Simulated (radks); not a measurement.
Values are calculated unless marked as measured or tabulated.
All-electron atom: Ca+ in [Ar] 4s1 (the NIST ground configuration).

Level of theory: Dirac Kohn-Sham, PBEsol, spin-unpolarised, spherical densities, finite nucleus; Fermi nuclear charge, rms radius 3.4776 fm (a radial shooting solver on a logarithmic mesh with Libxc functionals).

Energy parts (eV):
| part | energy |
|---|---|
| total | -18483.062 |
| kinetic | 18625.931 |
| electron-nucleus | -43816.161 |
| Hartree | 7658.454 |
| exchange-correlation | -951.285 |

Orbitals (lengths in bohr, moments of r in powers of bohr):
[
 {"orbital": "1s1/2", "occ.": "2", "eigenvalue (eV)": "-3950.520", "<r^2>": "0.007957", "small-component weight": "5.10e-03"},
 {"orbital": "2s1/2", "occ.": "2", "eigenvalue (eV)": "-420.6978", "<r^2>": "0.1575", "small-component weight": "8.55e-04"},
 {"orbital": "2p1/2", "occ.": "2", "eigenvalue (eV)": "-343.8636", "<r^2>": "0.1319", "small-component weight": "8.34e-04"},
 {"orbital": "2p3/2", "occ.": "4", "eigenvalue (eV)": "-340.1835", "<r^2>": "0.1338", "small-component weight": "8.27e-04"},
 {"orbital": "3s1/2", "occ.": "2", "eigenvalue (eV)": "-53.8664", "<r^2>": "1.541", "small-component weight": "1.66e-04"},
 {"orbital": "3p1/2", "occ.": "2", "eigenvalue (eV)": "-35.0878", "<r^2>": "1.878", "small-component weight": "1.39e-04"},
 {"orbital": "3p3/2", "occ.": "4", "eigenvalue (eV)": "-34.7012", "<r^2>": "1.901", "small-component weight": "1.37e-04"},
 {"orbital": "3d3/2", "occ.": "0", "eigenvalue (eV)": "-8.3538", "<r^2>": "5.072", "small-component weight": "6.36e-05"},
 {"orbital": "3d5/2", "occ.": "0", "eigenvalue (eV)": "-8.3332", "<r^2>": "5.094", "small-component weight": "6.34e-05"},
 {"orbital": "4s1/2", "occ.": "1", "eigenvalue (eV)": "-8.9425", "<r^2>": "14.71", "small-component weight": "2.23e-05"},
 {"orbital": "4p1/2", "occ.": "0", "eigenvalue (eV)": "-5.9318", "<r^2>": "21.92", "small-component weight": "1.57e-05"},
 {"orbital": "4p3/2", "occ.": "0", "eigenvalue (eV)": "-5.9012", "<r^2>": "22.09", "small-component weight": "1.56e-05"}
]

The highest occupied level is 4s1/2 at -8.942 eV. Summed over all electrons, <r^2> = 30.28 bohr^2, which gives a Langevin (diamagnetic) susceptibility term of -24 x 10^-6 cm^3/mol. The density falls to 0.001 e/bohr^3 at r = 4.31 bohr. For comparison, the ionisation energy in NIST's Atomic Spectra Database is 11.872 eV (measured). In exact Kohn-Sham theory the highest level is minus the ionisation energy, but local and semilocal functionals leave it too shallow, through self-interaction and a potential that decays too fast; potentials with the right tail come closer.

Beside tabulated values, note that spin-unpolarised runs miss the spin-polarisation part of the exchange energy of open shells.
